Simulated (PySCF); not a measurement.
## Structure from 2D NMR

Compound of formula C5H14OSi3. Correlations simulated from computed shifts and the bond graph:

HSQC (one-bond C–H):
```tsv
δH	δC
3.89	63.5
2.58	41.1
2.31	19.8
```

COSY cross peaks (H two or three bonds apart, from the bond graph; peaks can be absent where the dihedral angle is near 90°):
```tsv
δH	δH
4.73	4.70
3.93	2.31
3.89	2.58
```

HMBC (two and three bonds, from the bond graph):
```tsv
δH	δC
4.73	175.4, 168.1, 19.8
4.70	175.4, 168.1, 41.1
3.93	175.4, 19.8
3.89	168.1, 41.1
2.58	175.4, 168.1, 63.5
2.31	175.4, 168.1
```

Carbons without hydrogens: δ 175.4, 168.1.

PySCF calculation with geometry from GFN2-xTB and σ from GIAO-PBE0/pcSseg-1; relativity neglected, one computed conformer, equivalent nuclei averaged, isolated molecule.

Scale: TMS for $^{1}$H (σref 31.72), $^{13}$C (σref 186.93) (reference shieldings calculated alike).

Exchangeable hydrogens are left out of these lists.

Question: Work out the connectivity.

Answer: `OCCC1=C(C[SiH3])[SiH2][SiH2]1`.

Mapped SMILES: `[OH:1][CH2:2][CH2:3][C:4]1=[C:5]([CH2:6][SiH3:7])[SiH2:8][SiH2:9]1`; H(Xn) means a hydrogen on atom n.

- δC 175.4 is C5, a fully substituted alkene carbon.
- δC 168.1 is C4, a fully substituted alkene carbon.
- δC 63.5 is C2, an sp3 CH2 bonded to O (δH 3.89).
- δC 41.1 is C3, an allylic sp3 CH2 (δH 2.58).
- δC 19.8 is C6, an allylic sp3 CH2 bonded to Si (δH 2.31).
- HMBC from δH 4.73 reaches the proton-free carbons C5, C4.
- HMBC from δH 4.70 reaches the proton-free carbons C5, C4.
- HMBC from δH 3.93 reaches the proton-free carbon C5.
- HMBC from δH 3.89 reaches the proton-free carbon C4.
- COSY links 4.73–4.70, 3.93–2.31, 3.89–2.58.

The shifts were computed for this structure.

Exchangeable OH/NH protons stand at their gas-phase positions; hydrogen bonding in a real sample shifts them, mostly to higher δ. Shifts are as computed. Against solution values, carbons near 30 ppm lie about +3 ppm off and those near 130 ppm about +5 ppm. Of 1211 compounds with measured shifts, 218 miss one by over three times the rms of a fit or turn the order of signals round; such compounds aren't used in these exercises.
